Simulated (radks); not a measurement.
Charge is removed step by step from the 3d level of Ti, starting from [Ar] 3d2 4s2. All-electron calculation, scalar-relativistic Kohn-Sham, r2SCAN, spin-unpolarised, spherical densities, finite nucleus; meta-GGA in the generalised Kohn-Sham scheme; Fermi nuclear charge, rms radius 3.5921 fm. Program: a radial shooting solver on a logarithmic mesh with Libxc functionals.

removed (e) = 0: E - E(0) (eV) 0.000; eigenvalue (eV) -4.084; E minus straight line (eV) 0.000
removed (e) = 0.25: E - E(0) (eV) 1.331; eigenvalue (eV) -6.606; E minus straight line (eV) -1.055
removed (e) = 0.5: E - E(0) (eV) 3.325; eigenvalue (eV) -9.388; E minus straight line (eV) -1.447
removed (e) = 0.75: E - E(0) (eV) 6.045; eigenvalue (eV) -12.402; E minus straight line (eV) -1.114
removed (e) = 1: E - E(0) (eV) 9.545; eigenvalue (eV) -15.628; E minus straight line (eV) 0.000

Removing the whole electron costs 9.545 eV by Delta-SCF, against 4.084 eV from minus the eigenvalue at the starting occupation. Slater's transition state (half an electron removed) gives 9.388 eV. Integrating minus the eigenvalue over the occupation (Janak's theorem) gives 9.544 eV. In this scalar-relativistic scheme the density is built from large components alone, so the theorem holds only approximately. The mean slope of the eigenvalue, de/dn, is 11.5 eV per electron.
